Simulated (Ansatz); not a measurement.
Basis sets compared for the cluster Zn₄Br₈⁻. Total charge -1; doublet. Geometry PBE-D4/def2-SVP. Ansatz on 2 threads of AMD EPYC 7R13 on a shared host and a share (18 GiB) of an NVIDIA H100 80GB HBM3; times are rough, and most runs start from earlier orbitals.

```xyz
12

Zn    0.582   -1.309   -2.512
Zn   -2.008    1.961   -1.253
Zn    1.684    1.174    0.704
Zn    0.001   -2.621    1.606
Br    2.351    0.153   -1.409
Br   -0.645   -4.186    3.178
Br    0.936   -0.560    2.399
Br   -0.445    2.538    0.471
Br    3.266    2.532    1.748
Br   -1.615    0.120   -2.719
Br   -0.210   -3.073   -0.727
Br   -3.897    3.272   -1.484
```

Single mean-field runs in def2-TZVP are fitted with def2-universal-jkfit. Another isomer (doublet) lies 0.54 eV lower at PBE0-D4/def2-TZVP; other spin states weren't run for this one.

```csv
level,functions,energy (Eh),HOMO (eV),LUMO (eV),wall time
PBE-D4/def2-SVP,380,-27703.7798,-1.46,-0.62,10 s
PBE0-D4/def2-SVP,380,-27704.6275,-2.32,0.22,11 s
```

Estimate the rows for PBE-D4/def2-TZVP (with forces), PBE0-D4/def2-TZVP.


| level | functions | energy (Eh) | HOMO (eV) | LUMO (eV) | wall time |
| --- | --- | --- | --- | --- | --- |
| PBE-D4/def2-TZVP (with forces) | 576 | -27707.3420 | -1.83 | -1.02 | 16 s |
| PBE0-D4/def2-TZVP | 576 | -27708.1467 | -2.61 | -0.10 | 14 s |
